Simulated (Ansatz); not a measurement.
Frontier orbitals of ClH$_{6}$SbSi$_{2}$ (`[SiH3][Sb]([SiH3])[Cl]`).

Z-matrix (Å, degrees):
```
Si
Sb 1 2.579
H 1 1.485 2 109.0
H 1 1.484 2 110.6 3 121.1
H 1 1.489 2 108.1 3 -118.5
Si 2 2.579 1 89.8 3 -165.4
Cl 2 2.379 1 92.9 3 -72.5
H 6 1.489 2 108.1 1 -76.1
H 6 1.484 2 110.7 1 44.2
H 6 1.485 2 109.0 1 165.3
```

The species carries charge 0 and has multiplicity 1. Correlated methods include outer-core shells of Sb, which these sets cover unevenly. Sb takes the def2 core potential. Geometry: relaxed with PBE0-D4/def2-TZVP. Basis def2-TZVPP, Ansatz.

| functional | HOMO (eV) | LUMO (eV) |
| --- | --- | --- |
| CAM-B3LYP | -8.32 | -0.91 |

Problem. Give HOMO and LUMO (eV) with LDA (SPW92), PBE, revPBE, BLYP, r2SCAN, B97M-V, PBE0, B3LYP, r2SCANh, r2SCAN0, HSE06 (plane-wave form), BHLYP, LC-ωPBE, ωB97X-V, ωB97M-V, HF. (Best estimate.)

Solution. Ansatz gave: 
```json
{"functional": "LDA (SPW92)", "HOMO": "-6.31", "LUMO": "-2.94"}
{"functional": "PBE", "HOMO": "-6.18", "LUMO": "-2.73"}
{"functional": "revPBE", "HOMO": "-6.13", "LUMO": "-2.64"}
{"functional": "BLYP", "HOMO": "-6.02", "LUMO": "-2.59"}
{"functional": "r2SCAN", "HOMO": "-6.41", "LUMO": "-2.59"}
{"functional": "B97M-V", "HOMO": "-6.47", "LUMO": "-2.60"}
{"functional": "PBE0", "HOMO": "-7.17", "LUMO": "-1.95"}
{"functional": "B3LYP", "HOMO": "-6.97", "LUMO": "-2.13"}
{"functional": "r2SCANh", "HOMO": "-6.78", "LUMO": "-2.31"}
{"functional": "r2SCAN0", "HOMO": "-7.32", "LUMO": "-1.88"}
{"functional": "HSE06 (plane-wave form)", "HOMO": "-6.78", "LUMO": "-2.32"}
{"functional": "BHLYP", "HOMO": "-8.01", "LUMO": "-1.06"}
{"functional": "LC-ωPBE", "HOMO": "-9.54", "LUMO": "0.17"}
{"functional": "ωB97X-V", "HOMO": "-9.25", "LUMO": "0.06"}
{"functional": "ωB97M-V", "HOMO": "-9.11", "LUMO": "-0.10"}
{"functional": "HF", "HOMO": "-9.28", "LUMO": "1.20"}
```

B3LYP here is the variant with VWN-RPA as its local correlation; programs differ in this. LC-ωPBE has ω = 0.4 bohr⁻¹.
